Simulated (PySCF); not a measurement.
H$_{3}$BrSeSi, singlet, at a GFN2-xTB geometry, with bond 5-3 at 1.4 times its length; SA2-CASSCF(4,4)/STO-3G (PySCF).

Input for PySCF:
```python
from pyscf import gto, scf, mcscf
import numpy

mol = gto.Mole()
mol.atom = '''
    Se    0.35745715    0.60512081    0.70550420
    Br   -0.41199936   -1.43140313   -0.02164820
    Si    0.13877985    1.70160874   -1.30820287
    H     0.57268371    3.04241751   -0.94476184
    H    -1.82456353    1.58776402   -1.85774201
    H     1.01444104    1.03977109   -2.26912326
'''
mol.basis = 'sto-3g'
mol.verbose = 4
mol.build()

mf = scf.RHF(mol)
mf.kernel()
mc = mcscf.CASSCF(mf, 4, 4)
mc.fix_spin_(ss=0.0)
mc = mc.state_average_([0.5, 0.5])
mc.kernel()
```

**Question.** Predict the main parts of the log of this PySCF run.

**Answer.** 
```
PySCF version 2.14.0

[INPUT] verbose = 4
[INPUT] num. atoms = 6
[INPUT] num. electrons = 86
[INPUT] charge = 0
[INPUT] spin (= nelec alpha-beta = 2S) = 0
[INPUT] symmetry False subgroup None
[INPUT] Mole.unit = angstrom
[INPUT] Symbol           X                Y                Z      unit          X                Y                Z       unit  Magmom
[INPUT]  1 Se     0.357457150000   0.605120810000   0.705504200000 AA    0.675496114768   1.143512603175   1.333209717730 Bohr   0.0
[INPUT]  2 Br    -0.411999360000  -1.431403130000  -0.021648200000 AA   -0.778565953896  -2.704959889545  -0.040909169090 Bohr   0.0
[INPUT]  3 Si     0.138779850000   1.701608740000  -1.308202870000 AA    0.262255908108   3.215574489766  -2.472145139670 Bohr   0.0
[INPUT]  4 H      0.572683710000   3.042417510000  -0.944761840000 AA    1.082215367900   5.749335850481  -1.785341130540 Bohr   0.0
[INPUT]  5 H     -1.824563530000   1.587764020000  -1.857742010000 AA   -3.447925368570   3.000439148238  -3.510623608999 Bohr   0.0
[INPUT]  6 H      1.014441040000   1.039771090000  -2.269123260000 AA    1.917015735119   1.964882592340  -4.288021504280 Bohr   0.0

nuclear repulsion = 504.661262295448
number of shells = 24
number of NR pGTOs = 144
number of NR cGTOs = 48
basis = sto-3g
ecp = {}

******** <class 'pyscf.scf.hf.RHF'> ********
method = RHF
initial guess = minao
damping factor = 0
level_shift factor = 0
DIIS = <class 'pyscf.scf.diis.CDIIS'>
diis_start_cycle = 1
diis_space = 8
diis_damp = 0
SCF conv_tol = 1e-09
SCF conv_tol_grad = None
SCF max_cycles = 50
direct_scf = True
direct_scf_tol = 1e-13
Set gradient conv threshold to 3.16228e-05
Initial guess from minao.
init E= -5197.89943375187
  HOMO = -0.447586069847156  LUMO = -0.368877063279345  gap/eV = 2.14178
cycle= 1 E= -5205.41925535546  delta_E= -7.52  |g|= 0.362  |ddm|= 2.92
  HOMO = -0.193576599167242  LUMO = 0.17795977663779  gap/eV = 10.11002
cycle= 2 E= -5205.50330511077  delta_E= -0.084  |g|= 0.0732  |ddm|= 0.957
  HOMO = -0.244913179788117  LUMO = 0.216197188491539  gap/eV = 12.54745
cycle= 3 E= -5205.5072800216  delta_E= -0.00397  |g|= 0.0192  |ddm|= 0.199
  HOMO = -0.248007176321771  LUMO = 0.215196726033576  gap/eV = 12.60442
cycle= 4 E= -5205.50760479353  delta_E= -0.000325  |g|= 0.00403  |ddm|= 0.061
  HOMO = -0.247688317621941  LUMO = 0.215350238535995  gap/eV = 12.59992
cycle= 5 E= -5205.50762350518  delta_E= -1.87e-05  |g|= 0.000886  |ddm|= 0.0162
  HOMO = -0.248053620809889  LUMO = 0.215215064654077  gap/eV = 12.60618
cycle= 6 E= -5205.50762460696  delta_E= -1.1e-06  |g|= 0.000215  |ddm|= 0.00425
  HOMO = -0.248024947825801  LUMO = 0.215240458530733  gap/eV = 12.60609
cycle= 7 E= -5205.50762468685  delta_E= -7.99e-08  |g|= 7.46e-05  |ddm|= 0.00123
  HOMO = -0.248022949703149  LUMO = 0.21524253429274  gap/eV = 12.60610
cycle= 8 E= -5205.50762469907  delta_E= -1.22e-08  |g|= 1.71e-05  |ddm|= 0.000603
  HOMO = -0.248022329480816  LUMO = 0.215243863538874  gap/eV = 12.60612
cycle= 9 E= -5205.50762469972  delta_E= -6.5e-10  |g|= 3.3e-06  |ddm|= 0.000147
  HOMO = -0.248022233486887  LUMO = 0.2152437683514  gap/eV = 12.60611
Extra cycle  E= -5205.50762469972  delta_E= 9.09e-13  |g|= 1.61e-06  |ddm|= 1.24e-05
converged SCF energy = -5205.50762469972

******** <class 'pyscf.mcscf.addons.StateAverageCASSCF'> ********
CAS (2e+2e, 4o), ncore = 41, nvir = 3
max_cycle_macro = 50
max_cycle_micro = 4
conv_tol = 1e-07
conv_tol_grad = None
orbital rotation max_stepsize = 0.02
orbital rotation threshold for CI restart = 0.01
augmented hessian ah_max_cycle = 30
augmented hessian ah_conv_tol = 1e-12
augmented hessian ah_linear dependence = 1e-14
augmented hessian ah_level shift = 1e-08
augmented hessian ah_start_tol = 2.5
augmented hessian ah_start_cycle = 3
augmented hessian ah_grad_trust_region = 3
kf_trust_region = 3
kf_interval = 4
ci_response_space = 4
ci_grad_trust_region = 3
with_dep4 0
natorb = False
canonicalization = True
sorting_mo_energy = False
ao2mo_level = 2
internal_rotation = False
******** <class 'pyscf.mcscf.addons.StateAverageSpinPenaltyFCISolver'> ********
max. cycles = 50
conv_tol = 1e-08
davidson only = True
linear dependence = 1e-12
level shift = 0.001
max iter space = 12
nroots = 2
pspace_size = 400
spin = None
State-average over 2 states with weights [0.5, 0.5]
CASCI E = -5205.41789774693  S^2 = 0.0000000
Set conv_tol_grad to 0.000316228
macro iter   1 ( 21 JK    4 micro), CASSCF E = -5205.42630421225  dE = -8.40646532e-03  S^2 = 0.0000000
               |grad[o]|=0.024  |ddm|=0.0199  |maxRot[o]|=0.309
macro iter   2 ( 21 JK    4 micro), CASSCF E = -5205.45109210634  dE = -2.47878941e-02  S^2 = 0.0000000
               |grad[o]|=0.026  |ddm|=0.0836  |maxRot[o]|=0.309
macro iter   3 ( 20 JK    4 micro), CASSCF E = -5205.46022207774  dE = -9.12997140e-03  S^2 = 0.0000000
               |grad[o]|=0.0305  |ddm|=0.0332  |maxRot[o]|=0.171
macro iter   4 ( 16 JK    4 micro), CASSCF E = -5205.46314766223  dE = -2.92558449e-03  S^2 = 0.0000000
               |grad[o]|=0.0157  |ddm|=0.0106  |maxRot[o]|=0.144
macro iter   5 ( 12 JK    4 micro), CASSCF E = -5205.46331771579  dE = -1.70053559e-04  S^2 = 0.0000000
               |grad[o]|=0.00374  |ddm|=0.00533  |maxRot[o]|=0.0294
macro iter   6 (  5 JK    2 micro), CASSCF E = -5205.46332082411  dE = -3.10832183e-06  S^2 = 0.0000000
               |grad[o]|=0.000466  |ddm|=0.00013  |maxRot[o]|=0.00374
macro iter   7 (  1 JK    1 micro), CASSCF E = -5205.46332082417  dE = -6.00266503e-11  S^2 = 0.0000000
               |grad[o]|=2.55e-05  |ddm|=4.4e-06  |maxRot[o]|=    0
1-step CASSCF converged in   7 macro ( 96 JK  23 micro) steps
CASSCF canonicalization
Density matrix diagonal elements [1.8640033  1.50688172 0.44841098 0.180704  ]
CASSCF energy = -5205.46332082417
CASCI E = -5205.46332082417  E(CI) = -2.72609430742523  S^2 = 0.0000000
CASCI state-averaged energy = -5205.46332082417
CASCI energy for each state
  State 0 weight 0.5  E = -5205.55135222892 S^2 = 0.0000000
  State 1 weight 0.5  E = -5205.37528941943 S^2 = 0.0000000
```
